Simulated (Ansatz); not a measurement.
Steps of a relaxation of `BOB[SiH3]` with RKS PBE-D4/def2-SVP.

```sh
$ ansatz run in.yaml --threads 2 --pin off --events-out ev --progress --plain --max-ram 4352MiB
```

```yaml
crystal:
  periodic: [false, false, false]
  atoms:
    - {symbol: B, position_ang: [-0.630000, 1.486500, -1.114500]}
    - {symbol: O, position_ang: [0.662800, 1.127700, -0.712300]}
    - {symbol: B, position_ang: [0.572100, -0.317600, -0.532100]}
    - {symbol: Si, position_ang: [0.364000, -1.052200, 1.247000]}
    - {symbol: H, position_ang: [-0.951600, 1.578300, -2.292500]}
    - {symbol: H, position_ang: [-1.473900, 1.880000, -0.318500]}
    - {symbol: H, position_ang: [0.864700, -1.044200, -1.416900]}
    - {symbol: H, position_ang: [0.373200, -2.513700, 1.173000]}
    - {symbol: H, position_ang: [-1.028000, -0.615500, 1.771900]}
    - {symbol: H, position_ang: [1.329900, -0.580500, 2.197800]}
basis:
  gaussian: {orbitals: def2-SVP}
hamiltonian: {xc: pbe, dispersion: d4}
relax: {f_tol: 0.03, max_steps: 200}
```

Positions (Å) and forces (eV/Å) along the path, 14 of 21 steps:

```xyz
10
step=1 energy=-11360.6569 eV
B    -0.630    1.486   -1.115    0.405    1.401   -0.148
O     0.663    1.128   -0.712   -1.853   -2.232   -0.209
B     0.572   -0.318   -0.532    1.657    2.455   -0.187
Si    0.364   -1.052    1.247   -2.003   -0.139    0.604
H    -0.952    1.578   -2.292    0.230   -0.347   -0.096
H    -1.474    1.880   -0.319    0.156   -0.248    0.261
H     0.865   -1.044   -1.417   -0.104   -0.376   -1.103
H     0.373   -2.514    1.173    0.041   -0.805    0.112
H    -1.028   -0.616    1.772    0.474   -0.184   -0.108
H     1.330   -0.581    2.198    0.997    0.476    0.876
10
step=5 energy=-11361.5279 eV
B    -0.688    1.639   -1.242   -0.237    0.458    0.201
O     0.264    1.027   -0.455   -0.199   -0.503   -0.204
B     0.569   -0.324   -0.530   -0.019    0.068    0.408
Si    0.476   -1.198    1.349    0.181    0.086   -0.209
H    -0.703    1.585   -2.474    0.106   -0.177    0.307
H    -1.548    2.252   -0.587    0.298   -0.083   -0.436
H     0.641   -0.915   -1.606   -0.046    0.185    0.064
H     0.508   -2.708    1.381    0.061    0.089   -0.016
H    -0.897   -0.756    1.794   -0.047   -0.061    0.094
H     1.461   -0.654    2.373   -0.098   -0.063   -0.208
10
step=6 energy=-11361.6353 eV
B    -0.667    1.667   -1.255   -0.401    0.107    0.212
O     0.135    1.016   -0.333   -0.099    0.023   -0.396
B     0.507   -0.306   -0.492   -0.222   -0.122    0.210
Si    0.499   -1.234    1.346   -0.011    0.060   -0.127
H    -0.580    1.448   -2.472    0.050    0.076    0.455
H    -1.533    2.391   -0.730    0.452   -0.120   -0.452
H     0.529   -0.795   -1.623    0.122    0.057    0.193
H     0.578   -2.737    1.384    0.090    0.016   -0.058
H    -0.874   -0.845    1.847    0.013   -0.072    0.064
H     1.490   -0.655    2.330    0.005   -0.024   -0.102
10
step=7 energy=-11361.7279 eV
B    -0.666    1.707   -1.296   -0.253    0.105   -0.028
O     0.059    1.037   -0.333   -0.126   -0.194   -0.040
B     0.426   -0.297   -0.439   -0.187    0.178    0.029
Si    0.493   -1.258    1.378   -0.037    0.048   -0.127
H    -0.527    1.438   -2.492    0.005    0.060    0.301
H    -1.499    2.522   -0.876    0.403   -0.172   -0.225
H     0.480   -0.789   -1.566    0.080   -0.022    0.174
H     0.673   -2.753    1.323    0.064    0.042   -0.036
H    -0.868   -0.990    1.985    0.043   -0.034    0.014
H     1.513   -0.668    2.322    0.008   -0.011   -0.061
10
step=9 energy=-11361.8514 eV
B    -0.689    1.746   -1.351   -0.025    0.053   -0.059
O    -0.280    0.982   -0.280   -0.088    0.037   -0.119
B     0.255   -0.287   -0.361    0.033   -0.122    0.078
Si    0.461   -1.295    1.406    0.029    0.015   -0.058
H    -0.447    1.385   -2.495    0.002   -0.010    0.096
H    -1.305    2.767   -1.100    0.065   -0.028    0.004
H     0.548   -0.745   -1.461   -0.015    0.067    0.053
H     0.793   -2.753    1.212    0.004    0.037    0.024
H    -0.816   -1.192    2.206    0.032   -0.012    0.005
H     1.564   -0.659    2.227   -0.037   -0.035   -0.022
10
step=10 energy=-11361.8621 eV
B    -0.714    1.749   -1.395   -0.017    0.019    0.008
O    -0.474    0.943   -0.304    0.077   -0.164    0.008
B     0.195   -0.267   -0.319   -0.042    0.099   -0.055
Si    0.439   -1.302    1.415   -0.051   -0.029    0.179
H    -0.376    1.391   -2.512    0.007   -0.020    0.032
H    -1.271    2.806   -1.176   -0.012    0.033   -0.021
H     0.658   -0.667   -1.382   -0.012    0.035    0.008
H     0.749   -2.754    1.158   -0.010   -0.001   -0.015
H    -0.745   -1.224    2.356    0.062    0.020   -0.105
H     1.623   -0.726    2.161   -0.003    0.009   -0.040
10
step=11 energy=-11361.8653 eV
B    -0.728    1.735   -1.389   -0.045    0.034    0.160
O    -0.491    0.925   -0.297   -0.040    0.080   -0.044
B     0.215   -0.260   -0.319    0.019   -0.020   -0.011
Si    0.439   -1.305    1.418    0.016   -0.003   -0.043
H    -0.367    1.371   -2.489    0.026   -0.014   -0.110
H    -1.301    2.790   -1.184    0.029   -0.062   -0.003
H     0.713   -0.611   -1.384    0.006   -0.022    0.047
H     0.691   -2.767    1.160   -0.001   -0.003    0.005
H    -0.738   -1.170    2.348   -0.017    0.013    0.001
H     1.651   -0.760    2.138    0.007   -0.002   -0.002
10
step=12 energy=-11361.8666 eV
B    -0.739    1.732   -1.387    0.013   -0.009   -0.073
O    -0.504    0.917   -0.304   -0.002   -0.020    0.054
B     0.224   -0.255   -0.316    0.031   -0.019   -0.009
Si    0.442   -1.307    1.414   -0.049    0.036    0.032
H    -0.354    1.389   -2.494   -0.012    0.017    0.021
H    -1.334    2.771   -1.181   -0.007    0.006    0.009
H     0.751   -0.603   -1.364    0.007    0.007   -0.032
H     0.653   -2.778    1.167    0.000    0.001   -0.012
H    -0.730   -1.128    2.345    0.014   -0.012    0.013
H     1.674   -0.790    2.123    0.004   -0.007   -0.004
10
step=14 energy=-11361.8683 eV
B    -0.770    1.714   -1.402   -0.021   -0.001   -0.005
O    -0.533    0.896   -0.318    0.064   -0.073   -0.041
B     0.264   -0.232   -0.306    0.004    0.067   -0.037
Si    0.430   -1.301    1.421    0.058   -0.038    0.011
H    -0.347    1.401   -2.503   -0.001    0.004    0.027
H    -1.412    2.727   -1.197    0.014   -0.015   -0.008
H     0.888   -0.523   -1.326   -0.069    0.025    0.095
H     0.524   -2.784    1.146   -0.011    0.056    0.011
H    -0.691   -1.050    2.397    0.022   -0.005   -0.023
H     1.730   -0.897    2.090   -0.061   -0.020   -0.030
10
step=15 energy=-11361.8684 eV
B    -0.777    1.709   -1.403    0.081    0.050    0.006
O    -0.530    0.902   -0.315    0.037   -0.048   -0.021
B     0.272   -0.223   -0.300   -0.065   -0.015   -0.058
Si    0.434   -1.301    1.420    0.052   -0.001    0.024
H    -0.343    1.397   -2.500   -0.035   -0.012    0.016
H    -1.414    2.726   -1.202   -0.024   -0.029   -0.012
H     0.879   -0.524   -1.325   -0.018    0.039    0.071
H     0.522   -2.783    1.141   -0.006    0.040   -0.002
H    -0.691   -1.051    2.393    0.018   -0.003   -0.013
H     1.731   -0.903    2.094   -0.039   -0.021   -0.012
10
step=16 energy=-11361.8699 eV
B    -0.776    1.708   -1.408    0.000    0.016    0.000
O    -0.527    0.910   -0.313   -0.011   -0.004   -0.011
B     0.274   -0.213   -0.292    0.017   -0.002    0.007
Si    0.434   -1.299    1.422    0.001   -0.011    0.003
H    -0.343    1.388   -2.502   -0.001   -0.005    0.004
H    -1.435    2.712   -1.219   -0.002   -0.001   -0.002
H     0.899   -0.503   -1.305   -0.002    0.000    0.001
H     0.494   -2.777    1.125   -0.003    0.004   -0.002
H    -0.677   -1.043    2.406   -0.003    0.003    0.004
H     1.741   -0.935    2.090    0.003    0.000   -0.003
10
step=18 energy=-11361.8707 eV
B    -0.800    1.692   -1.424   -0.036    0.007   -0.005
O    -0.546    0.908   -0.320    0.028   -0.038   -0.011
B     0.304   -0.178   -0.269    0.004    0.033   -0.005
Si    0.434   -1.294    1.428    0.048   -0.050    0.030
H    -0.332    1.383   -2.507    0.004    0.008    0.011
H    -1.505    2.670   -1.255    0.026   -0.017   -0.005
H     0.990   -0.431   -1.254   -0.023    0.010    0.019
H     0.385   -2.768    1.088   -0.002    0.066    0.019
H    -0.634   -0.991    2.448    0.020   -0.007   -0.019
H     1.786   -1.042    2.067   -0.069   -0.012   -0.035
10
step=19 energy=-11361.8709 eV
B    -0.799    1.693   -1.423   -0.026    0.002   -0.002
O    -0.545    0.908   -0.319    0.015   -0.020   -0.005
B     0.303   -0.179   -0.270    0.000    0.018    0.000
Si    0.436   -1.294    1.428    0.026   -0.032    0.020
H    -0.332    1.382   -2.506    0.005    0.005    0.004
H    -1.501    2.671   -1.255    0.016   -0.008   -0.002
H     0.984   -0.434   -1.256   -0.007    0.005    0.006
H     0.389   -2.766    1.089    0.000    0.039    0.011
H    -0.635   -0.994    2.445    0.012   -0.001   -0.009
H     1.783   -1.038    2.068   -0.041   -0.008   -0.022
10
step=21 energy=-11361.8714 eV
B    -0.810    1.683   -1.429   -0.003    0.003    0.001
O    -0.559    0.901   -0.323   -0.003    0.007   -0.003
B     0.314   -0.164   -0.260   -0.001   -0.013   -0.001
Si    0.437   -1.293    1.430    0.003    0.004    0.000
H    -0.322    1.381   -2.505    0.001    0.001   -0.002
H    -1.526    2.652   -1.270    0.001   -0.004    0.003
H     1.021   -0.398   -1.233    0.003    0.002    0.001
H     0.343   -2.758    1.079    0.000    0.003    0.000
H    -0.612   -0.973    2.462    0.000    0.000    0.002
H     1.797   -1.083    2.052   -0.001   -0.003    0.001
```

Hardware: 2 threads of an Arm Neoverse V1 on a shared host. Wall time 30 s, peak host memory 0.12 GiB.
